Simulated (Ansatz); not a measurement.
One change: `C=C[Se][Si](F)(F)F` becomes `B[Si](F)(F)F`.

Ansatz, PBE0-D4/def2-TZVP geometries, multiplicity 1. Each molecule was computed in one conformer, which needn't be the lowest.

Scalar relativity is left out up to krypton. Spin–orbit coupling is left out; it splits and shifts lone-pair levels of the heavy atoms by tenths of an eV.

| property | `C=C[Se][Si](F)(F)F` |
| --- | --- |
| HOMO–LUMO gap (PBE/def2-TZVPP) / eV | 4.39 |
| HOMO energy (PBE0/def2-TZVPP) / eV | -7.55 |
| HOMO–LUMO gap (ωB97M-V/def2-TZVPP) / eV | 10.87 |
| HOMO energy (B3LYP/def2-TZVPP) / eV | -7.30 |
| HOMO–LUMO gap (PBE0/def2-TZVPP) / eV | 6.57 |
| LUMO energy (PBE/def2-TZVPP) / eV | -1.96 |

Problem. Give the same properties after the change, and the shifts. (Estimate.)

Solution. Ansatz gave: 
| property | `B[Si](F)(F)F` | shift |
| --- | --- | --- |
| HOMO–LUMO gap (PBE/def2-TZVPP) / eV | 3.87 | -0.52 |
| HOMO energy (PBE0/def2-TZVPP) / eV | -9.59 | -2.04 |
| HOMO–LUMO gap (ωB97M-V/def2-TZVPP) / eV | 10.57 | -0.30 |
| HOMO energy (B3LYP/def2-TZVPP) / eV | -9.39 | -2.09 |
| HOMO–LUMO gap (PBE0/def2-TZVPP) / eV | 6.33 | -0.24 |
| LUMO energy (PBE/def2-TZVPP) / eV | -4.29 | -2.33 |

With PBE0 the HOMO falls by 2.04 eV and the LUMO falls by 2.29 eV, so the gap narrows by about 0.25 eV. PBE moves the HOMO by -1.81 eV and ωB97M-V by -2.08 eV.

B3LYP here is the variant with VWN-RPA as its local correlation; programs differ in this.
